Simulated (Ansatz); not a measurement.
Reaction (isomerisation): `CB(O)Br` → `OBCBr`

Computed with Ansatz on PBE0-D4/def2-TZVP structures; ΔE is electronic, products minus reactants. CBS: MP2 limit from def2 TZ/QZ plus the TZ coupled-cluster correction, frozen cores. Functionals use def2-TZVPP. B3LYP here is the variant with VWN-RPA as its local correlation; programs differ in this. For Br outer-core shells are correlated without core-valence functions, which leaves a few kJ/mol of doubt a bond. Scalar relativity is left out up to krypton. Each species was taken in one conformer, which may not be the lowest.

`CB(O)Br`:

```xyz
8

C     0.321    0.152    0.989
B    -0.221   -0.074   -0.449
O     0.595   -0.171   -1.513
Br   -2.147   -0.225   -0.751
H     1.410    0.214    1.007
H    -0.093    1.071    1.414
H     0.000   -0.658    1.651
H     0.135   -0.310   -2.346
```

`OBCBr`:

Z-matrix (Å, degrees):
```
C
B 1 1.568
Br 1 1.960 2 101.5
H 1 1.088 2 115.6 3 -113.8
H 1 1.088 2 115.4 3 114.6
O 2 1.351 1 117.9 3 -104.6
H 2 1.200 1 121.1 3 74.2
H 6 0.960 2 113.4 1 176.4
```

(1) Is it downhill or uphill in electronic energy at CCSD(T)/CBS, and by how much? (Best estimate.)

(2) What do these levels give: r2SCANh-D4, r2SCAN0-D4, ωB97X-V, revPBE, B3LYP, r2SCAN0, RPA@PBE/def2-TZVPP, HF/def2-SVP, CCSD/def2-SVP, CCSD(T)/def2-SVP, HF/CBS(def2), CCSD/CBS(def2)? (Best estimate.)

Largest T1 diagnostic among the species: 0.010.

Results:

(1) Ansatz gave: Uphill: ΔE = +148.4 kJ/mol.

(2) Ansatz gave: r2SCANh-D4 155.0, r2SCAN0-D4 155.7, ωB97X-V 147.7, revPBE 145.0, B3LYP 144.3, r2SCAN0 155.6, RPA@PBE/def2-TZVPP 136.8, HF/def2-SVP 156.4, CCSD/def2-SVP 156.2, CCSD(T)/def2-SVP 155.8, HF/CBS(def2) 146.1, CCSD/CBS(def2) 148.7 kJ/mol.

From BLYP to BHLYP (50 % exact exchange), in def2-TZVPP and without D4, ΔE moves by +7.4 kJ/mol. At CCSD(T), def2-SVP lies +7.5 kJ/mol from the extrapolated value and def2-TZVPP −2.1 kJ/mol. Leaving LDA and LC-ωPBE aside and taking each functional with its dispersion term where it has one, the values, not all of them listed here, spread over 16.5 kJ/mol, from BLYP-D4 to B97M-V. LDA lies +7.8 kJ/mol from PBE without D4.
